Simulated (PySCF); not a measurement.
C₂H₃O₂ (SMILES CO[C-]=O), charge -1, singlet, at a GFN2-xTB geometry (in this run its highest filled SCF level lies above zero, so its values depend strongly on the basis, on diffuse functions most of all); PySCF with SCAN/6-31G.

The PySCF input:
```python
from pyscf import gto, scf, dft

mol = gto.M(
    atom='''
C    -1.15412904   -0.13368505   -0.00475851
O    -0.72670803   -1.11946687    0.60148897
O     0.00963198    0.80173294   -0.46742437
C     1.28691312    0.41218812   -0.14832584
H     1.79443639    1.15884469    0.49102832
H     1.24026991   -0.54555805    0.40753573
H     1.90519756    0.25756633   -1.05257476
''',
    basis='6-31g',
    charge=-1,
    verbose=4,
)

mf = dft.RKS(mol)
mf.xc = 'scan'
mf.kernel()
```

Question: Predict the main parts of the log of this PySCF run.

Answer: 
```
PySCF version 2.14.0

[INPUT] verbose = 4
[INPUT] num. atoms = 7
[INPUT] num. electrons = 32
[INPUT] charge = -1
[INPUT] spin (= nelec alpha-beta = 2S) = 0
[INPUT] symmetry False subgroup None
[INPUT] Mole.unit = angstrom
[INPUT] Symbol           X                Y                Z      unit          X                Y                Z       unit  Magmom
[INPUT]  1 C     -1.154129040000  -0.133685050000  -0.004758510000 AA   -2.180987798007  -0.252628131449  -0.008992280661 Bohr   0.0
[INPUT]  2 O     -0.726708030000  -1.119466870000   0.601488970000 AA   -1.373279149222  -2.115485789824   1.136649420247 Bohr   0.0
[INPUT]  3 O      0.009631980000   0.801732940000  -0.467424370000 AA    0.018201804237   1.515055681642  -0.883304043247 Bohr   0.0
[INPUT]  4 C      1.286913120000   0.412188120000  -0.148325840000 AA    2.431913342910   0.778922658599  -0.280295214796 Bohr   0.0
[INPUT]  5 H      1.794436390000   1.158844690000   0.491028320000 AA    3.390993325053   2.189899085007   0.927909044205 Bohr   0.0
[INPUT]  6 H      1.240269910000  -0.545558050000   0.407535730000 AA    2.343770450439  -1.030955299552   0.770130915675 Bohr   0.0
[INPUT]  7 H      1.905197560000   0.257566330000  -1.052574760000 AA    3.600301601590   0.486729822609  -1.989078022030 Bohr   0.0

nuclear repulsion = 110.659015442934
number of shells = 26
number of NR pGTOs = 100
number of NR cGTOs = 42
basis = 6-31g
ecp = {}

******** <class 'pyscf.dft.rks.RKS'> ********
method = RKS
initial guess = minao
damping factor = 0
level_shift factor = 0
DIIS = <class 'pyscf.scf.diis.CDIIS'>
diis_start_cycle = 1
diis_space = 8
diis_damp = 0
SCF conv_tol = 1e-09
SCF conv_tol_grad = None
SCF max_cycles = 50
direct_scf = True
direct_scf_tol = 1e-13
XC library pyscf.dft.libxc version 7.1.2
    S. Lehtola, C. Steigemann, M. J. T. Oliveira, and M. A. L. Marques,  SoftwareX 7, 1–5 (2018)
XC functionals = scan
    J. Sun, A. Ruzsinszky, and J. P. Perdew,  Phys. Rev. Lett. 115, 036402 (2015)
    J. Sun, A. Ruzsinszky, and J. P. Perdew,  Phys. Rev. Lett. 115, 036402 (2015)
radial grids:
    Treutler-Ahlrichs [JCP 102, 346 (1995); DOI:10.1063/1.469408] (M4) radial grids

becke partition: Becke, JCP 88, 2547 (1988); DOI:10.1063/1.454033
pruning grids: <function nwchem_prune>
grids dens level: 3
symmetrized grids: False
atomic radii adjust function: <function treutler_atomic_radii_adjust>
small_rho_cutoff = 0
Set gradient conv threshold to 3.16228e-05
Initial guess from minao.
tot grids = 85824
init E= -228.485105655821
  HOMO = -0.261035657519094  LUMO = -0.0810838551951059  gap/eV = 4.89674
cycle= 1 E= -228.0547802891  delta_E= 0.43  |g|= 0.977  |ddm|= 2.76
  HOMO = 0.21159780580461  LUMO = 0.30570863405412  gap/eV = 2.56089
cycle= 2 E= -227.42215207653  delta_E= 0.633  |g|= 1.98  |ddm|= 2.94
  HOMO = 0.107449805983477  LUMO = 0.256764406514111  gap/eV = 4.06306
cycle= 3 E= -228.220451359832  delta_E= -0.798  |g|= 0.347  |ddm|= 2.13
  HOMO = 0.078965916007502  LUMO = 0.235394329554758  gap/eV = 4.25663
cycle= 4 E= -228.242187987193  delta_E= -0.0217  |g|= 0.18  |ddm|= 0.495
  HOMO = 0.0695286934894253  LUMO = 0.223568678208207  gap/eV = 4.19164
cycle= 5 E= -228.248437952378  delta_E= -0.00625  |g|= 0.043  |ddm|= 0.199
  HOMO = 0.0759638949810804  LUMO = 0.230743330392024  gap/eV = 4.21176
cycle= 6 E= -228.248937390009  delta_E= -0.000499  |g|= 0.00439  |ddm|= 0.0596
  HOMO = 0.0757971075153536  LUMO = 0.230412630052245  gap/eV = 4.20730
cycle= 7 E= -228.248941848154  delta_E= -4.46e-06  |g|= 0.00109  |ddm|= 0.00584
  HOMO = 0.0756730165165971  LUMO = 0.230268723009144  gap/eV = 4.20676
cycle= 8 E= -228.248942142046  delta_E= -2.94e-07  |g|= 0.000377  |ddm|= 0.00205
  HOMO = 0.0756980633706994  LUMO = 0.230303783071382  gap/eV = 4.20704
cycle= 9 E= -228.248942185093  delta_E= -4.3e-08  |g|= 2.17e-05  |ddm|= 0.000625
  HOMO = 0.0756944139811062  LUMO = 0.230300766541055  gap/eV = 4.20705
cycle= 10 E= -228.248942185248  delta_E= -1.54e-10  |g|= 4.48e-06  |ddm|= 4.72e-05
  HOMO = 0.0756941546667085  LUMO = 0.230300617960911  gap/eV = 4.20706
Extra cycle  E= -228.248942185223  delta_E= 2.43e-11  |g|= 1.17e-05  |ddm|= 1.61e-05
converged SCF energy = -228.248942185223
```
